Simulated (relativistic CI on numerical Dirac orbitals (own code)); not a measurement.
# Slater and spin-orbit integrals, Ru¹⁴⁺

Computed by Dirac-Coulomb-Breit CI, KLI orbitals optimised for each configuration, a model potential for QED, unscaled Slater integrals (own radial code, finite nucleus).

Slater integrals F^k, G^k are unscaled and averaged over j, outside the closed core [Ar] 3d10; ζ comes from projecting the Hamiltonian with its Breit term on Σ l·s of the shell.

- 4s4p: G^1(4s,4p) = 146860, ζ(4p) = 27246 cm⁻¹; <r>(4s) = 0.8952, <r^2>(4s) = 0.8986, <r>(4p) = 0.9357, <r^2>(4p) = 0.9866 (bohr units).
- 4p²: F^2(4p,4p) = 111280, ζ(4p) = 27180 cm⁻¹; <r>(4p) = 0.9367, <r^2>(4p) = 0.9888 (bohr units).
- 4s4d: G^2(4s,4d) = 103490, ζ(4d) = 2764.9 cm⁻¹; <r>(4s) = 0.8953, <r^2>(4s) = 0.8989, <r>(4d) = 1.004, <r^2>(4d) = 1.149 (bohr units).

Averages of the first 10 configurations, taken without configuration mixing, which lowers the lowest level and can move excited configurations by several eV; other configurations of the list can lie among them:

| Configuration | Parity | States | Average energy above the lowest level (eV) |
| --- | --- | --- | --- |
| 4s² | even | 1 | 1.5 |
| 4s4p | odd | 12 | 34.5 |
| 4p² | even | 15 | 72.5 |
| 4s4d | even | 20 | 91.4 |
| 4d² | even | 45 | 183.5 |
| 4s4f | odd | 28 | 146.3 |
| 4p4d | odd | 60 | 127.2 |
| 4f² | even | 91 | 292.6 |
| 4p4f | even | 84 | 182.4 |
| 4s5s | even | 4 | 156.7 |
